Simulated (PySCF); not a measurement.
A structure optimised at PBE-D3(BJ)/def2-SVP, used in a PySCF frequency run:

```xyz
11

In     0.0660     0.0570     0.2856
F     -0.2660    -1.0307     1.9084
C      1.0288     1.9868     0.3960
H      2.0572     1.8350     0.7732
H      0.4571     2.6120     1.1065
H      1.0484     2.4537    -0.6050
O     -0.7016    -0.9778    -1.2719
C     -0.5609    -0.5401    -2.6036
H      0.2260    -1.1174    -3.1471
H     -1.5178    -0.6994    -3.1537
H     -0.3041     0.5428    -2.7209
```
Charge 0, spin multiplicity 1.

**Question.** Write its SMILES and formula.

**Answer.** C[O][In]([CH3])[F], C₂H₆FInO

**Question.** What are its rotational constants (standard atomic weights)?

**Answer.** 4.0232, 2.1670, 1.4350 GHz
